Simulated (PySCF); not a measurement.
Species: C4HF5.
SMILES with atom numbers: `[F:1][C:2]1=[C:3]([F:4])[C:5]([F:6])([F:7])[C@@H:8]1[F:9]` (hydrogens: H10 on C8)

Level of theory: PySCF, PBE0-D3(BJ)/def2-SVP geometry optimisation, gas phase.

What internal coordinates does the optimisation give?

```csv
bond,length (Å),order
F1–C2,1.304,single
C2=C3,1.341,double
C3–F4,1.305,single
C3–C5,1.498,single
C5–F6,1.337,single
C5–F7,1.345,single
C5–C8,1.558,single
C8–F9,1.357,single
C2–C8,1.498,single
C8–H10,1.103,single
```

Orders are formal, as drawn. A selection of angles:
```csv
angle,degrees
F1–C2–C3,134.7
F1–C2–C8,130.0
C3–C2–C8,95.3
C2–C3–F4,135.5
C2–C3–C5,93.1
F4–C3–C5,131.3
C3–C5–F6,117.3
C3–C5–F7,115.5
C3–C5–C8,86.8
F6–C5–F7,107.7
F6–C5–C8,113.6
F7–C5–C8,115.1
C5–C8–F9,114.1
C5–C8–H10,113.7
F9–C8–H10,109.5
C2–C8–C5,84.9
C2–C8–F9,115.9
C2–C8–H10,116.8
```

Torsions: F1–C2–C3–F4 3° (synperiplanar); C2–C3–C5–F6 114° (anticlinal); C3–C5–C8–F9 117° (anticlinal); F1–C2–C8–C5 -179° (antiperiplanar).

The 5 C–F bonds span 1.304 Å (F1–C2, drawn single) to 1.357 Å (C8–F9, drawn single), a spread of 0.053 Å. The C–C distances run from 1.341 Å (C2=C3, drawn double) to 1.558 Å (C5–C8, drawn single), a spread of 0.217 Å. The 4-membered ring C2–C3–C5–C8 has internal angles of 84.9° to 95.3° (sum 360°, against 360° for a flat polygon); it is planar, 0.00 Å rms from its mean plane, widest ring torsion 1°.

Point group: C1 (no symmetry element, even within 0.4 Å). No PBE0-D3(BJ)/def2-SVP frequencies stand behind this structure, so it isn't proved a minimum.
